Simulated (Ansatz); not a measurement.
(1) Predict a relaxed structure of Sn₂Au (the lowest doublet isomer of a short search), charge 0, doublet, at B3LYP-D4/def2-TZVP (Ansatz).

Results:

(1) 
| atom | x (Å) | y (Å) | z (Å) |
| --- | --- | --- | --- |
| Au1 | 1.4392 | 0.5231 | -0.3396 |
| Sn2 | -1.1947 | 1.0761 | 0.2167 |
| Sn3 | -0.2445 | -1.5991 | 0.1229 |
Point group C2v (tolerance 0.1 Å). The metal has 2 neighbours: Sn 2.75 Å, Sn 2.75 Å. This is one stationary point.

In the def2 sets Au, Sn take a core potential; there is no spin–orbit coupling. The relaxation made no stability test and no search for a lower SCF solution. The structure comes from a short search, and lower isomers may exist.
